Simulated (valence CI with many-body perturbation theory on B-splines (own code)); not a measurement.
**Sr XXXII in brief**

Level of theory: configuration interaction combined with many-body perturbation theory (CI+MBPT): five valence electrons over a frozen Dirac-Fock core [He], radial functions for each j: 9 s, 9 p, 8 d, 6 f, 3 g, 1 h, with the one-electron correlation potential Σ1 (screened to all orders), the two-electron term Σ2, the three-electron term Σ3, Breit, model QED; selected single and double excitations, second order for the rest, scaled by the run's own slope (own B-spline code, finite nucleus).

The last digits are not significant, and no measured levels were compared; by estimate large intervals hold to a few tenths of a per cent, small ones and those within an open d or f shell to about a per cent. Among the levels kept, up to 5500 cm⁻¹ of a level comes from second order outside the variational space, and about a tenth of that is noise between levels of different J, which matters for small intervals.

Levels are named by their leading jj configuration (3d3/2^4 stands for four electrons in 3d with j = 3/2), which in mixed levels can hold well under half, so a name can repeat and another be missing.

Rates and lifetimes use the calculated energies. Strong lines usually hold to 10 to 20 %, long lifetimes can be off by a factor of two.

**Question.** What is the ground level?

**Answer.** (2s^2 2p1/2^2 2p3/2) J=3/2, composition 42 % 2s2 2p3 4S° + 37 % 2s2 2p3 2P° + 20 % 2s2 2p3 2D°, g = 1.503.

**Question.** What is the ionisation energy?

**Answer.** 3824 eV; NIST lists 3830 ± 30 eV (semi-empirical).

**Question.** What are the static dipole polarisabilities of the lowest levels?

**Answer.** (2s^2 2p1/2^2 2p3/2) J=3/2 0.00200 (tensor 0.00026); (2s^2 2p1/2 2p3/2^2) J=3/2 0.00230 (tensor 0.00019); (2s^2 2p1/2 2p3/2^2) J=5/2 0.00215 (tensor 0.00015); (2s^2 2p1/2 2p3/2^2) J=1/2 0.00197 bohr³, of which the core gives 4.14e-06.

**Question.** Among levels below 172.53 Ry, which E1 lines absorb most strongly from the ground level?

**Answer.** to (2s^2 2p1/2 2p3/2 3d3/2) J=3/2 at 0.5346 nm, f = 0.402; to (2s^2 2p1/2^2 3d5/2) J=5/2 at 0.5519 nm, f = 0.376; to (2s^2 2p1/2 2p3/2 3d3/2) J=5/2 at 0.5349 nm, f = 0.354.

**Question.** Name the longest-lived excited levels whose lifetime is computed, and their main decay.

**Answer.** (2s^2 2p1/2 2p3/2^2) J=5/2 at 5.53 Ry lives 2.08 μs, mostly by M1 to (2s^2 2p1/2^2 2p3/2) J=3/2; (2s^2 2p1/2 2p3/2^2) J=3/2 at 4.51 Ry lives 384 ns, mostly by M1 to (2s^2 2p1/2^2 2p3/2) J=3/2; (2s^2 2p1/2 2p3/2^2) J=1/2 at 6.85 Ry lives 346 ns, mostly by M1 to (2s^2 2p1/2^2 2p3/2) J=3/2.

**Question.** Where does the other parity begin?

**Answer.** At (2s 2p1/2^2 2p3/2^2) J=5/2, 14.41 Ry.

**Question.** How well does LS coupling describe the low levels?

**Answer.** Among the lowest 20 levels the leading LS term, summed over configurations, holds 68 % on average. For single configurations the figures are 67 % in LS and 92 % in jj coupling. Terms mix most in the J = 3/2 level at 161.07 Ry, where the leading one holds 30 %.
